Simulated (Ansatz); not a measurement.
Results of the Gaussian-basis code of Ansatz.

A structure relaxed at PBE0-D4/def2-TZVP, charge 0, multiplicity 1:

```xyz
12

C    -0.4817    1.3855    0.1268
B     0.5464    0.4124   -0.5418
O     1.4234    0.8762   -1.4676
O     0.6468   -0.9340   -0.2372
C    -0.2305   -1.5503    0.6228
F    -1.3990   -1.8533   -0.0342
H    -0.4268    2.3787   -0.3186
H    -1.5064    1.0169    0.0285
H    -0.2883    1.4907    1.1997
H     1.9950    0.1793   -1.8045
H     0.2152   -2.4902    0.9541
H    -0.4941   -0.9119    1.4721
```

**Question.** Give its formula and SMILES.

**Answer.** C2H6BFO2, `CB(O)OCF`.

**Question.** Summarise the bond lengths by kind.

**Answer.** 1 × B–C 1.565 Å; 5 × C–H 1.090 to 1.095 Å; 2 × B–O 1.357 to 1.384 Å; 1 × H–O 0.962 Å; 1 × C–O 1.374 Å; 1 × C–F 1.374 Å.
